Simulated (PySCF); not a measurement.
4,4-dichlorobut-1-yne (C4H4Cl2), SMILES C#CCC(Cl)Cl.

Coordinates come from a B3LYP-D3(BJ)/def2-SVP optimisation. Other conformers were not sampled.

Method: PBE/def2-TZVP in PySCF.

The molecule is in vacuum.

Problem. Estimate the frontier levels, gap, dipole moment and polarisability. (The exact figures need the calculation; the answer reports its results.)

Solution. 
```yaml
highest_occupied_level: -6.91 eV
lowest_empty_level: -1.50 eV
orbital_gap: 5.41 eV
dipole_moment: 1.56 D
quadrupole, principal values (traceless, Buckingham form, about the centre of nuclear charge): -2.39, -0.77, 3.16 D·Å
mean_static_polarisability: 71.5 bohr³ (10.59 Å³)
polarisability_principal_values: 50.3, 65.5, 98.6 bohr³
```
